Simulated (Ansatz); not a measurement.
Mulliken charges of `CC#[N+][Al-]([F])([F])[F]` from r2SCAN/def2-TZVPP in Ansatz (PBE0-D4/def2-TZVP geometry).

| atom | x (Å) | y (Å) | z (Å) | charge (e) |
| --- | --- | --- | --- | --- |
| C1 | -0.167 | -1.192 | 1.854 | 0.002 |
| C2 | -0.052 | -0.418 | 0.645 | 0.013 |
| N3 | 0.038 | 0.195 | -0.312 | 0.066 |
| Al4 | 0.195 | 1.258 | -1.972 | 0.762 |
| F5 | 1.835 | 1.270 | -2.176 | -0.388 |
| F6 | -0.502 | 2.678 | -1.494 | -0.388 |
| F7 | -0.676 | 0.322 | -3.020 | -0.388 |
| H8 | -0.619 | -2.159 | 1.625 | 0.107 |
| H9 | -0.793 | -0.658 | 2.570 | 0.107 |
| H10 | 0.825 | -1.347 | 2.282 | 0.107 |

By hand: the dipole of these point charges (1 e Å = 4.8032 D).

Σ q r = (-0.168, -1.139, 1.778) e Å, of length 2.118 e Å = 10.17 D.

How does the dipole of the full density compare? (An estimate is asked.)

Computed: (-0.162, -1.101, 1.720) e Å, 9.84 D; the point charges give 1.03 times that, at 0° from its direction.

Point charges leave out the atoms' own dipoles, such as those of lone pairs, and Mulliken's split depends on the basis, so the close match here is no proof of good charges.
